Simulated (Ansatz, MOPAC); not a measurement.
Molecule: SbBr2, net charge 0, doublet state. SMILES: [Sb]([Br])[Br]

Atoms: Sb1, Br2, Br3. Bonds: Sb1-Br2, Sb1-Br3.

Bond lengths (Å) and angles (degrees) optimised at PM7 with MOPAC; HF/STO-3G with Ansatz (a program for electronic structure); B3LYP/LANL2DZ with Ansatz; MP2/LANL2DZ with Ansatz, each started from the B3LYP-D3(BJ)/def2-TZVP structure (Ansatz) of the last column. A row stands for all coordinates that are equal there. No wavenumbers were computed at HF/STO-3G, MP2/LANL2DZ, so these may be saddle points.

```tsv
coordinate	PM7	HF/STO-3G	B3LYP/LANL2DZ	MP2/LANL2DZ	B3LYP-D3(BJ)/def2-TZVP
Sb1-Br2	2.457	2.483	2.646	2.644	2.522
Br2-Sb1-Br3	103.5	95.9	100.9	100.3	100.0
```

Mean signed difference of all 2 bond lengths from B3LYP-D3(BJ)/def2-TZVP: PM7 -0.065 Å, HF/STO-3G -0.039 Å, B3LYP/LANL2DZ 0.123 Å, MP2/LANL2DZ 0.122 Å.
